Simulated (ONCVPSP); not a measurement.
S (Z = 16): excitation energies, all-electron against ONCV

| Quantity | Value |
| --- | --- |
| Element | S (Z = 16) |
| Generator | ONCVPSP 4.0.1 |
| Type | optimised norm-conserving Vanderbilt (ONCV) |
| Functional | BLYP |
| Relativity | non-relativistic |
| Frozen core | [Ne] |
| Valence charge | 6 |
| Reference configuration | 3s2 3p4 |
| Partial waves | 3s: rc 1.30 bohr, ncon 4, nbas 8, qcut 5.8 1/bohr, local; 3p: rc 1.30 bohr, ncon 4, nbas 7, qcut 6.5 1/bohr, 3 projectors, debl 0.8 Ha |
| Local potential | the s channel |
| Core correction | none |

Energies are relative to the spin-unpolarised reference configuration 3s2 3p4; without spin polarisation the order of configurations can differ from experiment.

```
valence configuration  charge  ΔE all-electron (eV)  error AE − PS (meV)
              3s2 3p3      +1                11.632                 +2.4
              3s2 3p1      +3                67.717                  +88
              3s0 3p6       0                20.495                  +11
```

What are ΔE and the potential's error for 3s2 3p2?

ΔE = 33.781 eV all-electron; the error (AE − PS) is +20 meV.

Levels in the configuration 3s2 3p1:

| level | all-electron (eV) | pseudo (eV) |
| --- | --- | --- |
| 3s | -51.971 | -51.855 |
| 3p | -40.192 | -40.079 |

Note: ghosts flagged at negative energy: p at -133.6 eV; GHOST(+) flags only above 600 eV. A true bound ghost makes a file unfit for plane-wave use.
